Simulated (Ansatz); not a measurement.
C3H5ClSi can be A, `CC#C[SiH2]Cl`, or B, `C=C1[SiH2]C1Cl`.

Gas-phase electronic energies from Ansatz, PBE0-D4/def2-TZVP geometries. CCSD(T)/CBS is the MP2 limit (def2-TZVPP, def2-QZVPP) plus CCSD(T) − MP2 in def2-TZVPP, frozen cores. DFT in def2-TZVPP. B3LYP here is the variant with VWN-RPA as its local correlation; programs differ in this.

(1) Which is lower in electronic energy at CCSD(T)/CBS, and by how much? (Estimate.)

(2) Give E(B) − E(A) in kcal/mol with HF/def2-TZVPP, PBE-D4, B3LYP, CCSD(T)/def2-TZVPP, B2PLYP, r2SCAN-D4, CCSD/def2-TZVPP. (Estimate.)

Largest T1 diagnostic: 0.012.

## Answers

(1) The calculation gave: A, by 56.1 kcal/mol.

(2) Computed: HF/def2-TZVPP 66.6, PBE-D4 47.7, B3LYP 56.2, CCSD(T)/def2-TZVPP 56.0, B2PLYP 57.8, r2SCAN-D4 52.7, CCSD/def2-TZVPP 57.6. None reverses the order clearly.

The D4 term adds −1.7 kcal/mol with B3LYP and −0.9 kcal/mol with PBE0; it sums over pairs of atoms, weighted by their polarisabilities, and B3LYP, whose exchange is more repulsive, gets the larger term. From PBE to PBE0 (25 % exact exchange), in def2-TZVPP and without D4, E(B) − E(A) moves by +2.4 kcal/mol.
